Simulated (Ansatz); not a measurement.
Stepwise reaction of `NB(N)Cl` with hydrogen fluoride, as a gas-phase model of exchange steps in deposition or etching. ΔE in kJ/mol; ΔG adds harmonic PBE0-D4 terms to CCSD(T)/CBS, at 1 bar.

Program: Ansatz. Geometries: PBE0-D4/def2-TZVP. ΔE: electronic, gas phase. CBS: MP2 limit from def2 TZ/QZ plus the TZ coupled-cluster correction, frozen cores. This one scheme is used for every species. Functionals use def2-TZVPP. B3LYP here is the variant with VWN-RPA as its local correlation; programs differ in this. One conformer a species, not always the lowest.

| step | reaction | PBE-D4 | B3LYP-D4 | ωB97M-V | CCSD(T)/CBS | ΔG(500 K) |
| --- | --- | --- | --- | --- | --- | --- |
| 1 | `NB(N)Cl` + H–F → `NB(F)Cl` + NH₃ | -41.3 | -44.4 | -44.0 | -38.1 | -41.1 |

(1) Give the row of step 2, `NB(F)Cl` + H–F → `FB(F)Cl` + NH₃. (An estimate is asked.)

(2) By hand: ΔE of the 2 steps together at CCSD(T)/CBS.

## Answers

(1) Ansatz gave: 
```json
{"step": "2", "reaction": "`NB(F)Cl` + H–F → `FB(F)Cl` + NH₃", "PBE-D4": "-16.9", "B3LYP-D4": "-19.7", "ωB97M-V": "-20.3", "CCSD(T)/CBS": "-16.2", "ΔG(500 K)": "-17.6"}
```

(2) (-38.1) + (-16.2) = -54.3 kJ/mol, or -27.1 kJ/mol a step.

In ΔE each step is higher than the one before. All are downhill at CCSD(T)/CBS. ΔG lies between -41.1 and -17.6 kJ/mol a step. PBE-D4 differs from CCSD(T)/CBS by -3.2 to -0.7 kJ/mol a step. Isolated molecules leave out the surface, adducts and barriers. Largest T1 diagnostic: 0.012.
